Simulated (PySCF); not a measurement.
**MI cations for M along the chalcogens**

MP2 with double-zeta basis sets in PySCF, for the lowest determinant that a PBE0 search found; no spin–orbit coupling. De refers to high-spin ground-configuration atoms (the charge goes to the atom of lower measured ionisation energy or higher electron affinity, which is not always the lowest computed limit).

```csv
M,basis,"reference, frozen orbitals",charged atom,state (unpaired electrons),Re (Å),ωe (cm⁻¹),De (eV)
S,cc-pV(D+d)Z/cc-pVDZ-PP,"UHF, 9",S+,triplet (π ↑↑),2.218,536,2.66
Se,def2-SVP,"UHF, 13",Se+,triplet (π ↑↑),2.360,343,2.22
Te,def2-SVP,"UHF, 8",Te+,triplet (π ↑↑),2.586,261,1.71
```

The shortest bond is that of SI⁺ (2.218 Å), the longest that of TeI⁺ (2.586 Å). SI⁺ is bound most strongly (2.66 eV) and TeI⁺ least (1.71 eV).

The rows differ in basis set, which adds steps of its own.

Down a group bonds as a rule get longer and wavenumbers fall, partly through the reduced mass; this series shows no clear exception.

Correlated steps freeze the inner cores (8 to 13 orbitals); shallow outer-core shells are correlated. Correlated levels converge slowly with the basis: in double zeta they bind strong bonds too weakly, by up to about 1 eV, and carry superposition errors of some tenths. Spin–orbit coupling is left out, which matters for elements this heavy, above all for dissociation energies. For an ion De counts to the pair picked by the measured ionisation energies or electron affinities, which need not be the lowest pair at this level. States were picked by a PBE0 search and need not be the measured ground states.
